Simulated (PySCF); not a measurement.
C₂H₃ClF₂Si, SMILES F/C(=C/F)[SiH2]Cl. Atoms are numbered in the order given.

```xyz
9

F      2.2964     0.8008     0.7464
C      1.9508    -0.4226     0.3725
C      0.7906    -0.6610    -0.2470
F      0.5184    -1.9350    -0.5779
Si    -0.5141     0.6088    -0.7011
Cl    -2.1380     0.4167     0.5637
H      2.6849    -1.1978     0.6140
H     -0.9754     0.3284    -2.0855
H      0.0519     1.9732    -0.5655
```

Coordinates come from a PBE0-D3(BJ)/def2-SVP optimisation. The structure was generated by enumeration; whether it is a known compound was not checked. The values are those of a single conformer.

Method: PBE/pcSseg-1 (PySCF).

GIAO shieldings, no solvent; atoms listed in one row are averaged. δ = σ(ref) − σ: ¹⁹F against CFCl3 (σ = 133.6 ppm); ¹³C against TMS (σ = 182.0 ppm); ²⁹Si against TMS (σ = 335.4 ppm); ³⁵Cl against HCl (σ = 936.5 ppm); ¹H against TMS (σ = 31.49 ppm), references at their B3LYP-D3(BJ)/def2-TZVP geometries, non-relativistic (without spin–orbit terms, shifts of atoms bonded to Cl or Br come out too high).

```csv
nucleus,atoms,count,δ (ppm)
¹⁹F,F1,1,-178.7
¹⁹F,F4,1,-200.1
¹³C,C3,1,165.2
¹³C,C2,1,164.1
²⁹Si,Si5,1,-31.9
³⁵Cl,Cl6,1,-32.5
¹H,H7,1,8.02
¹H,H9,1,5.86
¹H,H8,1,5.68
```
